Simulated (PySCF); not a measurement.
Al(OH)(OMe)(NH2) (CH₆AlNO₂), SMILES [NH2][Al]([OH])[O]C.

Geometry optimised at r2SCAN-D4/def2-SVP. Other conformers were not sampled.

Method: PySCF with r2SCAN-D4/def2-SVP.

Frequencies are harmonic and unscaled.

Computed harmonic wavenumbers and intensities:
| mode | ν (cm⁻¹) | IR (km/mol) | moving atoms (share of kinetic energy) |
|---|---|---|---|
| 1 | 23 | 0.0 | H 96 % |
| 2 | 73 | 2.7 | O 57 %, H 24 %, C 16 % |
| 3 | 81 | 2.9 | C 32 %, H 28 %, N 21 %, O 14 % |
| 4 | 205 | 5.6 | O 42 %, H 27 %, N 17 %, Al 11 % |
| 5 | 247 | 33.4 | O 52 %, H 19 %, Al 14 % |
| 6 | 263 | 0.2 | H 63 %, Al 20 %, N 10 % |
| 7 | 282 | 76.0 | Al 44 %, H 30 %, O 24 % |
| 8 | 343 | 163.9 | H 93 % |
| 9 | 354 | 115.0 | H 85 %, N 14 % |
| 10 | 563 | 129.9 | H 65 %, O 31 % |
| 11 | 611 | 7.7 | H 37 %, O 26 %, N 22 %, C 11 % |
| 12 | 661 | 107.8 | H 55 %, N 25 %, O 15 % |
| 13 | 854 | 136.0 | Al 48 %, N 22 %, O 13 %, H 9 %, C 8 % |
| 14 | 936 | 141.5 | Al 50 %, O 29 %, N 13 %, H 9 % |
| 15 | 1180 | 43.1 | H 67 %, C 22 %, O 10 % |
| 16 | 1188 | 0.1 | H 76 %, C 19 % |
| 17 | 1252 | 340.3 | O 54 %, C 32 %, H 10 % |
| 18 | 1472 | 0.8 | H 97 % |
| 19 | 1480 | 0.8 | H 95 % |
| 20 | 1486 | 16.0 | H 89 %, C 9 % |
| 21 | 1525 | 57.6 | H 89 %, N 10 % |
| 22 | 2962 | 114.8 | H 97 % |
| 23 | 3039 | 72.4 | H 91 %, C 9 % |
| 24 | 3056 | 52.6 | H 90 %, C 10 % |
| 25 | 3600 | 27.9 | H 95 % |
| 26 | 3692 | 29.8 | H 92 %, N 8 % |
| 27 | 3950 | 95.4 | H 94 % |
